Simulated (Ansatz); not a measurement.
Ligand exchange: C2H5ClSn + GaF → C2H5FSn + GaCl

Gas-phase species: C2H5ClSn `C=[CH][SnH2][Cl]`, singlet; GaF, singlet; C2H5FSn `C=[CH][SnH2][F]`, singlet; GaCl, singlet. The partners trade Cl for F: Sn–Cl and Ga–F bonds give way to Sn–F and Ga–Cl.

Shapes, held fixed at every level: PBE0-D4/def2-TZVP. Flexible molecules stand in one conformer, not always the lowest. Programs: Ansatz 0.2.0. The zero-point and thermal change to 298 K, harmonic and unscaled (PBE0-D4/def2-TZVP), is +0.1 kJ/mol.

(1) Estimate ΔH(298 K) of this reaction.

Answers

(1) The highest level, CCSD(T)/def2-TZVPP, gives ΔH(298 K) = +17.3 kJ/mol; the levels span +10.7 to +17.3. The column of differences is taken from that level and isn't an error. No measured value is set beside it here. For atoms past krypton def2 sets carry core potentials with scalar relativity. Relativity is left out for Ga. Outer-core shells of Ga, Sn are correlated, in sets that cover them unevenly.

```json
{"level": "HF/def2-SVP", "kind": "Hartree–Fock", "ΔH(298 K) (kJ/mol)": "+16.9", "less CCSD(T)/def2-TZVPP": "-0.4"}
{"level": "HF/def2-TZVPP", "kind": "Hartree–Fock", "ΔH(298 K) (kJ/mol)": "+10.7", "less CCSD(T)/def2-TZVPP": "-6.6"}
{"level": "PBE-D4/def2-TZVPP", "kind": "GGA", "ΔH(298 K) (kJ/mol)": "+14.5", "less CCSD(T)/def2-TZVPP": "-2.8"}
{"level": "B3LYP-D4/def2-TZVPP", "kind": "global hybrid", "ΔH(298 K) (kJ/mol)": "+14.2", "less CCSD(T)/def2-TZVPP": "-3.1"}
{"level": "wB97M-V/def2-TZVPP", "kind": "range-separated hybrid", "ΔH(298 K) (kJ/mol)": "+16.6", "less CCSD(T)/def2-TZVPP": "-0.7"}
{"level": "CCSD/def2-TZVPP", "kind": "coupled cluster or CI", "ΔH(298 K) (kJ/mol)": "+16.7", "less CCSD(T)/def2-TZVPP": "-0.6"}
{"level": "CCSD(T)/def2-TZVPP", "kind": "coupled cluster or CI", "ΔH(298 K) (kJ/mol)": "+17.3", "less CCSD(T)/def2-TZVPP": "0.0"}
```
